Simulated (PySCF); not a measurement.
C2H5NOSi, SMILES C[SiH2]N=C=O.

Geometry: ωB97X-D3(BJ)/def2-SVP. The values are those of a single conformer.

These are CAM-B3LYP/def2-TZVP (PySCF) values and carry that method's errors.

Symmetry labels are those of the subgroup Cs that the program uses (full group Cs).

Computed valence orbital energies around the gap with their symmetry:
| orbital | symmetry | energy (eV) |
|---|---|---|
| HOMO−7 | A" | -14.72 |
| HOMO−6 | A' | -14.39 |
| HOMO−5 | A" | -13.40 |
| HOMO−4 | A' | -13.04 |
| HOMO−3 | A" | -11.57 |
| HOMO−2 | A' | -11.42 |
| HOMO−1 | A" | -9.85 |
| HOMO | A' | -9.83 |
| LUMO | A' | 1.32 |
| LUMO+1 | A' | 1.53 |
| LUMO+2 | A" | 2.05 |
| LUMO+3 | A' | 2.52 |
